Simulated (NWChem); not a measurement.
System: PbICl, singlet; SMILES [I][Pb][Cl]

All runs: NWChem. Medium grid unless said otherwise, to which SCAN and Minnesota functionals are sensitive. Low-valent species are run as closed-shell singlets; no triplet was tried in these runs. Structure relaxed at the PBE-D3(BJ)/def2-SVP level. def2 effective core potentials on I, Pb; no spin-orbit coupling. B3LYP is NWChem's, with the RPA form of VWN correlation. Total energies of different functionals are on different scales.

| level | energy (Ha) | highest occupied level (eV) | orbital gap (eV) | dipole (D) |
|---|---|---|---|---|
| B3LYP/def2-SVP | -950.9188 | -7.03 | 3.60 | 4.13 |
| PBE/def2-SVP | -950.5739 | -6.21 | 2.40 | 3.86 |
| KT2/def2-SVP | -956.8926 | -6.29 | 2.39 | 3.80 |
| TPSSh/def2-SVP | -950.6095 | -6.75 | 3.20 | 4.26 |
| LRC-wPBEh/def2-SVP | -950.6257 | -9.08 | 7.38 | 4.60 |
| PW91/def2-SVP | -950.9372 | -6.25 | 2.38 | 3.84 |
| B97-2/def2-SVP | -951.2908 | -7.06 | 3.80 | 4.39 |
| BHandHLYP/def2-SVP | -950.5717 | -8.20 | 5.59 | 4.59 |
| HCTH/407/def2-SVP | -952.0886 | -6.26 | 2.39 | 4.04 |
| SCAN/def2-SVP | -950.9484 | -6.56 | 2.62 | 4.01 |
| r2SCAN0/def2-SVP | -950.8318 | -7.53 | 4.29 | 4.50 |
